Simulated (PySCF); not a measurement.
wB97M-V on H (hydrogen, neutral), 3d1, 2D determinant (an excited configuration). Calculation: PySCF 2.14, in aug-cc-pVQZ with one added diffuse shell each of s, p, d, f type (6s5p4d3f, 62 functions); no relativity, point nucleus.

```
cycle= 1 E= -0.00682969356262471  delta_E= -3.09e-05  |g|= 0.000608  |ddm|= 0.0221
cycle= 2 E= -0.00682991337657755  delta_E= -2.2e-07  |g|= 2.96e-05  |ddm|= 0.00154
cycle= 3 E= -0.00682991471011518  delta_E= -1.33e-09  |g|= 2.9e-06  |ddm|= 0.000139
cycle= 4 E= -0.00682991471419306  delta_E= -4.08e-12  |g|= 1.1e-08  |ddm|= 3.41e-06
converged SCF energy = -0.00682991471419306  <S^2> = 0.75  2S+1 = 2
```

Highest occupied orbital energy: 0.112 eV; ⟨L²⟩ = 6.00; populations by l: s 0.00, p 0.00, d 1.00, f 0.00.

Can this result be used?

Not for this state. The calculation finished and met its thresholds. For one electron the Hartree and exchange-correlation energies should cancel; what remains is the self-interaction error. The outer electron is Rydberg-like, and this basis confines it to a smaller radius and binds it less than a complete one would. At wB97M-V the highest occupied level has a positive energy, so only the finite basis holds that electron; for this excited configuration the basis is too tight for the outer shell.
